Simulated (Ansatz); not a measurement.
Relaxation of CH$_{5}$BCl$_{2}$ (9 atoms, charge 0, multiplicity 1), to a largest force component of 0.03 eV/Å in at most 50 steps.

Level of theory: Ansatz 0.2.0, RKS PBE-D4/def2-SVP.

```xyz
9
Properties=species:S:1:pos:R:3:forces:R:3
B -1.580 -0.011 -0.197 -0.29 0.39 -0.67
H -1.562 -0.639 0.797 -0.15 -0.43 0.66
Cl -1.556 -0.837 -1.744 0.01 0.03 0.00
Cl -1.787 1.729 -0.120 0.01 0.00 -0.02
H 0.343 -0.382 0.669 -0.34 -0.16 0.22
C 1.293 -0.048 0.250 0.77 0.19 -0.19
H 1.819 0.563 1.009 -0.01 -0.02 -0.03
H 1.900 -0.936 -0.008 -0.01 0.03 0.01
H 1.130 0.560 -0.658 0.00 -0.01 0.01
```

Problem. Where does it end, and by what steps?

Solution. The run converged. The force dipped under the threshold on the way, but the program's further checks kept it going. After 22 steps the energy has fallen by 0.125 eV; H7 moved furthest, 0.63 Å.

```
step  energy less start (eV)  largest force component (eV/Å)  accepted
   0                  0.0000                           0.775       yes
   1                 -0.0462                           0.606       yes
   2                 -0.0822                           0.661       yes
   3                 -0.0860                           0.605       yes
   4                 -0.0943                           0.763       yes
   5                 -0.1163                           0.044       yes
   6                 -0.1172                           0.016       yes
   7                 -0.1175                           0.086       yes
   8                 -0.1175                           0.048       yes
   9                 -0.1176                           0.034       yes
  10                 -0.1182                           0.003       yes
  11                 -0.1177                           0.138        no
  12                 -0.1186                           0.038       yes
  13                 -0.1187                           0.104       yes
  14                 -0.1195                           0.077       yes
  15                 -0.0766                           0.828        no
  16                 -0.1213                           0.008       yes
  17                 -0.1200                           0.185        no
  18                 -0.1219                           0.076       yes
  19                 -0.1229                           0.086       yes
  20                 -0.1228                           0.200        no
  21                 -0.1243                           0.034       yes
  22                 -0.1253                           0.027       yes
```

```xyz
9
Properties=species:S:1:pos:R:3
B -1.922 -0.034 -0.294
H -2.125 -0.610 0.749
Cl -1.551 -0.952 -1.736
Cl -2.024 1.713 -0.357
H 0.739 -0.369 1.025
C 1.525 -0.023 0.326
H 2.395 0.336 0.909
H 1.833 -0.863 -0.326
H 1.131 0.803 -0.296
```

Whether the end is a true minimum wasn't checked by a vibrational analysis.

The run took 35 s on 2 threads of Arm Neoverse V1, on a shared host, peak memory 0.13 GiB.
